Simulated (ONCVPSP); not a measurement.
Sr, ONCV: configuration errors across variants

ONCVPSP 4.0.1 input, shortened (lines: element, Z, core and valence counts, functional; n l f; lmax; l rc ep ncon nbas qcut; lloc lpopt rc5 dvloc0; l nproj debl; icmod fcfact rcfact), PBE, scalar-relativistic:

```
  Sr 38.00    6    3        4      upf
    1    0    2.00
    2    0    2.00
    2    1    6.00
    3    0    2.00
    3    1    6.00
    3    2   10.00
    4    0    2.00
    4    1    6.00
    5    0    2.00
    2
    0    2.50    0.00    3    6    5.80
    1    2.05    0.00    3    7    6.00
    2    2.70    0.10    4    8    4.10
    4    1    1.80    6.00
    0    2    2.60
    1    3    1.40
    2    3    2.70
    0    0.00    0.00
```

In the d channel the program set the typed energies aside and used 0.050, 2.750, 5.450 Ha.

All-electron excitation energies from the reference (eV): (1) 4s2 4p6 5s1 5.885; (2) 4s2 4p6 5s0 16.891; (3) 4s2 4p6 5s1.5 2.339; (4) 4s2 4p6 4d1 5s1 2.325.

Errors AE − PS in meV (a dash: test not solved or not reliable):

```tsv
change	(1)	(2)	(3)	(4)	bound ghosts	GHOST(+) flags above zero
base	-0.6	-2.5	-0.2	-0.7	none	none
s: rc 1.7; local potential polynomial inside 1.70 bohr (lpopt 1, dvloc0 6 Ha)	-0.4	-3.0	-0.2	-0.9	none	none
s: rc 2.04	-0.4	-1.5	-0.2	+0.2	none	none
s: rc 2.36	-0.5	-2.0	-0.2	-0.3	none	none
s: rc 2.62	-0.6	-2.8	-0.2	-0.9	none	none
s: rc 2.86	-0.6	-2.9	-0.2	-1.2	none	none
s: rc 3.04	-0.6	-2.2	-0.2	-1.4	none	none
s: rc 3.38	-0.6	-2.9	-0.2	-1.4	none	none
```

Give the same row for: s: rc 3.64.

-0.8, -6.5, -0.2, -1.0; bound ghosts: none; GHOST(+) flags above zero: none.
